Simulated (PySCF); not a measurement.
Trend along the chalcogens: MBe molecules

CCSD(T) with double-zeta basis sets in PySCF, for the lowest determinant that a PBE0 search found; no spin–orbit coupling. De refers to high-spin ground-configuration atoms.

```
 M       basis  reference, frozen orbitals  state (unpaired electrons)  Re (Å)  ωe (cm⁻¹)  De (eV)
 O  x2c-SVPall                      RHF, 1      singlet (closed shell)   1.370       1374     3.45
 S    def2-SVP                      RHF, 5      singlet (closed shell)   1.782        941     2.39
Se    def2-SVP                      RHF, 9      singlet (closed shell)   1.910        807     2.02
```

The shortest bond is that of BeO (1.370 Å), the longest that of BeSe (1.910 Å). BeO is bound most strongly (3.45 eV) and BeSe least (2.02 eV).

The rows differ in basis set, which adds steps of its own.

Down a group the atoms grow and get heavier, so bonds lengthen and wavenumbers fall; this series shows no clear exception.

Correlated steps freeze the inner cores (1 to 9 orbitals); shallow outer-core shells are correlated. Correlated levels converge slowly with the basis: in double zeta they bind strong bonds too weakly, by up to about 1 eV, and carry superposition errors of some tenths. Where the molecule has an RHF reference, its open-shell atoms are computed with UHF. The CCSD T1 diagnostic is raised in BeO, BeS, BeSe, a sign that a single reference may not be enough there.
